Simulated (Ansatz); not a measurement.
Relaxation of Ga₃Sb₃H₁₂⁺, a cluster cut from wurtzite GaSb (hydrogen-capped) with UKS PBE-D4/def2-SVP.

```sh
$ ansatz run in.yaml --threads 2 --pin off --events-out ev --progress --plain --max-ram 31744MiB --backend cuda --devices 0, --max-vram 18GiB
```

```yaml
crystal:
  periodic: [false, false, false]
  atoms:
    - {symbol: Sb, position_ang: [-0.005324, -2.340622, -0.223938]}
    - {symbol: Ga, position_ang: [-2.442164, -1.403375, 0.501683]}
    - {symbol: Sb, position_ang: [-2.027406, 1.172938, -0.226722]}
    - {symbol: Ga, position_ang: [2.435774, -1.414149, 0.500992]}
    - {symbol: Sb, position_ang: [2.026668, 1.163628, -0.227859]}
    - {symbol: Ga, position_ang: [0.003650, 2.815417, 0.493023]}
    - {symbol: H, position_ang: [-0.010692, -4.035870, 0.052188]}
    - {symbol: H, position_ang: [-0.006545, -2.452223, -1.938094]}
    - {symbol: H, position_ang: [-3.530536, -2.032451, -0.449887]}
    - {symbol: H, position_ang: [-2.457794, -1.410391, 2.079252]}
    - {symbol: H, position_ang: [-2.129934, 1.229611, -1.940451]}
    - {symbol: H, position_ang: [-3.492634, 2.023095, 0.055026]}
    - {symbol: H, position_ang: [3.521048, -2.044820, -0.452968]}
    - {symbol: H, position_ang: [2.454379, -1.420975, 2.078426]}
    - {symbol: H, position_ang: [2.125288, 1.216609, -1.942032]}
    - {symbol: H, position_ang: [3.495256, 2.010434, 0.048517]}
    - {symbol: H, position_ang: [0.003284, 2.838763, 2.070473]}
    - {symbol: H, position_ang: [0.008282, 4.068581, -0.463529]}
basis:
  gaussian: {orbitals: def2-SVP}
total_charge: 1
magnetization: {spin_polarized: true, initial_magnetization: 1}
hamiltonian: {xc: pbe, dispersion: d4}
scf: {lower_state_search: "off"}
output: {orbitals: {seedname: orbitals}}
relax: {f_tol: 0.03, max_steps: 70}
```

It took 29 s on 2 threads of AMD EPYC 7R13 on a shared host and a share (18 GiB) of an NVIDIA H100 80GB HBM3, peak host memory 0.91 GiB.

Positions (Å) and forces (eV/Å) at steps 1, 2, 3, 4, 5, 6, 7, 8, 9, 10, 11 of 11:

```xyz
18
step=1 energy=-176889.9097 eV
Sb   -0.005   -2.341   -0.224    0.536   -0.303   -0.347
Ga   -2.442   -1.403    0.502   -0.698   -0.404    0.485
Sb   -2.027    1.173   -0.227    0.016    0.619   -0.350
Ga    2.436   -1.414    0.501   -0.044   -0.194    0.560
Sb    2.027    1.164   -0.228    0.688    0.391   -0.234
Ga    0.004    2.815    0.493   -0.196    0.063    0.560
H    -0.011   -4.036    0.052   -0.201    0.085    0.059
H    -0.007   -2.452   -1.938   -0.001    0.025    0.052
H    -3.531   -2.032   -0.450    0.131    0.075   -0.012
H    -2.458   -1.410    2.079    0.075    0.044   -0.105
H    -2.130    1.230   -1.940    0.020   -0.016    0.051
H    -3.493    2.023    0.055   -0.032   -0.215    0.061
H     3.521   -2.045   -0.453   -0.122    0.128   -0.346
H     2.454   -1.421    2.078   -0.141    0.118   -0.081
H     2.125    1.217   -1.942   -0.028   -0.015    0.047
H     3.495    2.010    0.049   -0.086   -0.050    0.024
H     0.003    2.839    2.070    0.035   -0.181   -0.080
H     0.008    4.069   -0.464    0.049   -0.171   -0.345
18
step=2 energy=-176890.1332 eV
Sb    0.050   -2.387   -0.282   -0.358    0.208    0.195
Ga   -2.519   -1.447    0.575    0.103    0.059   -0.132
Sb   -2.038    1.245   -0.286   -0.007   -0.414    0.195
Ga    2.405   -1.394    0.564    0.193    0.050    0.023
Sb    2.192    1.258   -0.264   -0.490   -0.280    0.121
Ga    0.006    2.780    0.556    0.143    0.143    0.024
H    -0.096   -4.057    0.070   -0.003    0.023   -0.043
H     0.011   -2.464   -1.985    0.032   -0.072   -0.079
H    -3.556   -2.047   -0.439    0.037    0.022    0.025
H    -2.472   -1.418    2.143    0.056    0.033   -0.037
H    -2.131    1.250   -1.988   -0.047    0.063   -0.079
H    -3.554    1.960    0.073    0.022   -0.017   -0.044
H     3.421   -1.960   -0.527   -0.126    0.143    0.012
H     2.398   -1.368    2.133   -0.042    0.034   -0.085
H     2.176    1.246   -1.976    0.142    0.082    0.017
H     3.626    2.085    0.060    0.275    0.158   -0.042
H     0.021    2.764    2.125    0.009   -0.053   -0.086
H     0.031    3.940   -0.536    0.060   -0.180    0.013
18
step=3 energy=-176890.2133 eV
Sb   -0.030   -2.295   -0.257   -0.057   -0.011   -0.028
Ga   -2.550   -1.465    0.570   -0.044   -0.027    0.008
Sb   -2.000    1.129   -0.260   -0.038   -0.043   -0.029
Ga    2.361   -1.328    0.564    0.070   -0.142    0.075
Sb    2.227    1.279   -0.254    0.053    0.030   -0.099
Ga    0.040    2.708    0.556   -0.087    0.133    0.076
H    -0.165   -3.971    0.068    0.056   -0.016    0.013
H    -0.041   -2.411   -1.965    0.025   -0.002    0.007
H    -3.590   -2.066   -0.439    0.026    0.015    0.032
H    -2.483   -1.424    2.135    0.017    0.010   -0.026
H    -2.112    1.178   -1.968    0.011    0.023    0.007
H    -3.514    1.856    0.071    0.014    0.056    0.013
H     3.357   -1.843   -0.558   -0.067    0.043   -0.008
H     2.341   -1.293    2.130   -0.001    0.020   -0.064
H     2.287    1.310   -1.967    0.006    0.003    0.035
H     3.684    2.119    0.032    0.000    0.000    0.058
H     0.059    2.677    2.123    0.017   -0.011   -0.064
H     0.100    3.825   -0.567    0.002   -0.079   -0.008
18
step=4 energy=-176890.2266 eV
Sb   -0.033   -2.308   -0.257   -0.060   -0.014   -0.006
Ga   -2.548   -1.464    0.570   -0.008   -0.005   -0.003
Sb   -2.012    1.132   -0.261   -0.042   -0.044   -0.005
Ga    2.359   -1.343    0.562   -0.004   -0.113    0.018
Sb    2.225    1.278   -0.242    0.063    0.036   -0.051
Ga    0.026    2.715    0.555   -0.100    0.054    0.019
H    -0.139   -3.985    0.072    0.044    0.002    0.007
H    -0.030   -2.427   -1.965    0.027   -0.003    0.009
H    -3.589   -2.065   -0.433   -0.002   -0.001    0.016
H    -2.466   -1.414    2.133    0.008    0.005   -0.004
H    -2.120    1.195   -1.968    0.011    0.025    0.009
H    -3.513    1.886    0.075    0.024    0.037    0.007
H     3.332   -1.833   -0.587   -0.022    0.042   -0.009
H     2.345   -1.294    2.124    0.016    0.008   -0.018
H     2.295    1.315   -1.952    0.024    0.014    0.004
H     3.681    2.117    0.068   -0.019   -0.011    0.033
H     0.060    2.681    2.117    0.015    0.009   -0.018
H     0.095    3.799   -0.596    0.025   -0.040   -0.009
18
step=5 energy=-176890.2650 eV
Sb   -0.074   -2.363   -0.251    0.015   -0.094    0.031
Ga   -2.564   -1.474    0.571    0.081    0.047   -0.018
Sb   -2.079    1.125   -0.254   -0.071    0.058    0.033
Ga    2.331   -1.405    0.542   -0.186   -0.103   -0.239
Sb    2.238    1.285   -0.200    0.097    0.058    0.025
Ga   -0.041    2.722    0.535   -0.182   -0.110   -0.239
H    -0.035   -4.048    0.097    0.002    0.129   -0.016
H     0.018   -2.500   -1.957    0.003    0.003    0.042
H    -3.625   -2.085   -0.394   -0.057   -0.033   -0.033
H    -2.427   -1.392    2.127   -0.008   -0.005    0.041
H    -2.157    1.274   -1.960    0.005    0.001    0.042
H    -3.516    2.005    0.098    0.110   -0.062   -0.016
H     3.247   -1.728   -0.714    0.035    0.068    0.111
H     2.378   -1.308    2.091    0.086   -0.009    0.097
H     2.388    1.369   -1.900    0.055    0.032   -0.037
H     3.681    2.116    0.219   -0.097   -0.056   -0.030
H     0.066    2.718    2.085    0.035    0.079    0.096
H     0.143    3.674   -0.722    0.077   -0.004    0.110
18
step=6 energy=-176890.2792 eV
Sb   -0.114   -2.410   -0.246    0.140   -0.181    0.029
Ga   -2.587   -1.487    0.569    0.082    0.050    0.017
Sb   -2.140    1.114   -0.249   -0.081    0.207    0.031
Ga    2.293   -1.458    0.521   -0.126   -0.035   -0.418
Sb    2.238    1.285   -0.181    0.099    0.058    0.019
Ga   -0.106    2.717    0.515   -0.095   -0.095   -0.417
H     0.033   -4.093    0.123   -0.067    0.248   -0.046
H     0.039   -2.555   -1.950   -0.027    0.002    0.080
H    -3.661   -2.104   -0.374   -0.062   -0.036   -0.047
H    -2.414   -1.385    2.122   -0.020   -0.012    0.028
H    -2.193    1.320   -1.954   -0.011   -0.025    0.081
H    -3.521    2.086    0.124    0.176   -0.179   -0.046
H     3.213   -1.599   -0.790   -0.043    0.040    0.307
H     2.434   -1.318    2.063    0.102   -0.041    0.077
H     2.469    1.415   -1.872    0.059    0.034    0.005
H     3.665    2.107    0.334   -0.156   -0.090   -0.082
H     0.085    2.771    2.057    0.015    0.109    0.076
H     0.236    3.580   -0.798    0.014   -0.056    0.305
18
step=7 energy=-176890.3111 eV
Sb   -0.110   -2.400   -0.248    0.052   -0.129    0.043
Ga   -2.592   -1.490    0.571    0.098    0.057   -0.003
Sb   -2.129    1.112   -0.251   -0.083    0.107    0.044
Ga    2.287   -1.449    0.518   -0.008   -0.120   -0.231
Sb    2.220    1.275   -0.214    0.105    0.061   -0.003
Ga   -0.101    2.707    0.512   -0.108    0.051   -0.229
H     0.000   -4.079    0.128   -0.018    0.187   -0.045
H     0.020   -2.542   -1.953   -0.013   -0.009    0.061
H    -3.659   -2.104   -0.388   -0.023   -0.013   -0.023
H    -2.436   -1.398    2.128   -0.015   -0.008   -0.002
H    -2.191    1.297   -1.956   -0.014   -0.007    0.062
H    -3.525    2.052    0.129    0.150   -0.106   -0.045
H     3.275   -1.598   -0.743   -0.103    0.065    0.219
H     2.467   -1.357    2.068    0.029    0.004   -0.026
H     2.468    1.415   -1.905    0.027    0.016    0.043
H     3.641    2.093    0.308   -0.100   -0.058   -0.057
H     0.068    2.819    2.062    0.018    0.023   -0.026
H     0.268    3.632   -0.751    0.005   -0.120    0.217
18
step=8 energy=-176890.3300 eV
Sb   -0.117   -2.413   -0.245    0.014   -0.084    0.011
Ga   -2.584   -1.485    0.574    0.052    0.030   -0.003
Sb   -2.144    1.113   -0.248   -0.064    0.053    0.010
Ga    2.268   -1.471    0.503    0.101   -0.061   -0.095
Sb    2.201    1.265   -0.223    0.079    0.045   -0.035
Ga   -0.129    2.701    0.497   -0.002    0.116   -0.094
H     0.003   -4.084    0.133   -0.016    0.102   -0.007
H     0.003   -2.571   -1.947   -0.006    0.008    0.031
H    -3.642   -2.094   -0.401   -0.010   -0.006   -0.005
H    -2.444   -1.403    2.132   -0.008   -0.005   -0.015
H    -2.225    1.296   -1.949    0.004   -0.009    0.031
H    -3.527    2.057    0.134    0.079   -0.064   -0.007
H     3.301   -1.537   -0.724   -0.099    0.025    0.132
H     2.497   -1.371    2.051   -0.018   -0.006   -0.051
H     2.492    1.428   -1.905   -0.003   -0.001    0.037
H     3.613    2.076    0.321   -0.058   -0.034   -0.019
H     0.071    2.852    2.044   -0.014   -0.013   -0.052
H     0.333    3.624   -0.732   -0.028   -0.098    0.131
18
step=9 energy=-176890.1906 eV rejected
Sb   -0.137   -2.363   -0.171    0.066   -0.178   -0.473
Ga   -2.581   -1.483    0.543   -0.115   -0.070    0.262
Sb   -2.111    1.071   -0.174   -0.123    0.146   -0.467
Ga    2.271   -1.498    0.402    0.083    0.145    0.422
Sb    2.234    1.284   -0.290   -0.149   -0.086    0.132
Ga   -0.151    2.717    0.396    0.167    0.000    0.419
H    -0.052   -4.015    0.242    0.049   -0.076    0.020
H    -0.024   -2.550   -1.867   -0.115   -0.073   -0.058
H    -3.630   -2.086   -0.443    0.004    0.003   -0.052
H    -2.473   -1.423    2.102   -0.053   -0.027    0.053
H    -2.219    1.261   -1.869   -0.120   -0.062   -0.058
H    -3.495    1.976    0.241   -0.040    0.081    0.019
H     3.407   -1.439   -0.693   -0.010   -0.100   -0.127
H     2.335   -1.437    1.964    0.197    0.070    0.050
H     2.577    1.478   -1.952    0.038    0.022   -0.060
H     3.616    2.079    0.326    0.052    0.030   -0.006
H    -0.066    2.746    1.958    0.158    0.134    0.050
H     0.471    3.665   -0.702   -0.091    0.042   -0.126
18
step=10 energy=-176890.3362 eV
Sb   -0.111   -2.414   -0.245   -0.024    0.020   -0.004
Ga   -2.566   -1.475    0.564    0.014    0.007    0.024
Sb   -2.142    1.119   -0.247    0.005   -0.030   -0.003
Ga    2.275   -1.490    0.489    0.032   -0.001    0.011
Sb    2.197    1.262   -0.234   -0.015   -0.008    0.006
Ga   -0.142    2.717    0.483    0.016    0.028    0.011
H    -0.002   -4.069    0.167   -0.011   -0.014   -0.011
H    -0.029   -2.584   -1.946    0.020   -0.021    0.012
H    -3.618   -2.080   -0.422   -0.005   -0.003   -0.006
H    -2.451   -1.408    2.125   -0.002   -0.001   -0.005
H    -2.252    1.275   -1.948   -0.009    0.028    0.012
H    -3.517    2.046    0.168   -0.017   -0.002   -0.011
H     3.324   -1.520   -0.706   -0.006    0.004   -0.009
H     2.489   -1.389    2.036   -0.011   -0.002   -0.009
H     2.505    1.436   -1.910    0.005    0.003   -0.001
H     3.598    2.068    0.327    0.016    0.009    0.002
H     0.051    2.855    2.029   -0.007   -0.009   -0.010
H     0.360    3.635   -0.715    0.000   -0.007   -0.009
18
step=11 energy=-176890.3370 eV
Sb   -0.111   -2.417   -0.243    0.013   -0.009   -0.029
Ga   -2.561   -1.472    0.570   -0.008   -0.005   -0.018
Sb   -2.145    1.120   -0.245   -0.002    0.015   -0.029
Ga    2.281   -1.495    0.484   -0.004   -0.002    0.019
Sb    2.201    1.265   -0.230   -0.013   -0.007    0.006
Ga   -0.144    2.724    0.477   -0.004   -0.003    0.019
H    -0.019   -4.075    0.162    0.002   -0.012    0.028
H    -0.008   -2.614   -1.940   -0.010    0.015   -0.001
H    -3.613   -2.077   -0.417   -0.006   -0.004    0.000
H    -2.451   -1.408    2.131    0.010    0.006   -0.002
H    -2.267    1.307   -1.941    0.008   -0.017   -0.002
H    -3.531    2.034    0.162   -0.009    0.007    0.028
H     3.324   -1.515   -0.714    0.008   -0.004   -0.022
H     2.484   -1.394    2.030    0.006    0.003    0.010
H     2.520    1.445   -1.903   -0.005   -0.003   -0.010
H     3.603    2.071    0.330    0.009    0.005    0.015
H     0.045    2.853    2.024    0.005    0.004    0.010
H     0.363    3.633   -0.722    0.000    0.009   -0.022
```

In the def2 sets Sb takes a core potential; there is no spin–orbit coupling.
